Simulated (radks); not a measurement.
The numbers below are computed, except where a source is named.
Q: Species: the lead ion Pb2+. Configuration: [Hg] (the NIST ground configuration). Level of theory: Dirac Kohn-Sham, PBE, spin-unpolarised, spherical densities, point nucleus (a radial shooting solver on a logarithmic mesh with Libxc functionals).

Spin-orbit splittings of the eigenvalues, e(l+1/2) - e(l-1/2), with zeta = 2 splitting/(2l+1) and mean radii in bohr:

| shell | occ. | splitting (eV) | zeta (eV) | <r> j=l-1/2 | <r> j=l+1/2 |
|---|---|---|---|---|---|
| 2p | 6 | 2190 | 1460 | 0.05487 | 0.06380 |
| 3p | 6 | 488.6 | 325.8 | 0.1644 | 0.1807 |
| 3d | 10 | 104.0 | 41.58 | 0.1570 | 0.1619 |
| 4p | 6 | ? | ? | 0.3853 | 0.4198 |
| 4d | 10 | 22.32 | 8.927 | 0.4246 | 0.4356 |
| 4f | 14 | 5.031 | 1.437 | 0.4508 | 0.4571 |
| 5p | 6 | 22.34 | 14.89 | 0.9130 | 1.005 |
| 5d | 10 | 2.613 | 1.045 | 1.267 | 1.312 |

Estimate the 4p splitting.

A: 119.6 eV (zeta = 79.74 eV).
